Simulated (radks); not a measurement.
Effect of the nuclear size on neutral silver, [Kr] 4d10 5s1. Calculated with a radial shooting solver on a logarithmic mesh with Libxc functionals: Dirac Kohn-Sham, exchange-only LDA, spin-unpolarised, spherical densities, finite nucleus; Fermi nuclear charge, rms radius 4.5454 fm. The rms radius is varied about that value; shifts are against it.

rms radius (fm)  total energy shift (eV)  density at nucleus (e/bohr^3)  1s1/2 shift (meV)  2s1/2 shift (meV)  3p1/2 shift (meV)  4s1/2 shift (meV)  4p1/2 shift (meV)  5s1/2 shift (meV)
3.9318                            -0.709                       1.48e+05               -299              -33.4              0.376              -1.18              0.071             -0.059
4.3227                            -0.268                      1.461e+05               -113              -12.6              0.142             -0.444              0.027             -0.022
4.5454                                 0                      1.451e+05              0.000              0.000              0.000              0.000              0.000              0.000
4.8409                             0.373                      1.439e+05                157               17.6             -0.198              0.619             -0.037              0.031
5.2318                             0.898                      1.424e+05                378               42.2             -0.476               1.49             -0.090              0.074

Slopes of the eigenvalues against <r^2> in GHz/fm^2, as finite differences over the two radii next to the reference (eigenvalue slopes, not the field-shift constants of lines): 1s1/2 13700, 2s1/2 1530, 3p1/2 -17.3, 4s1/2 54.1, 4p1/2 -3.26, 5s1/2 2.69.
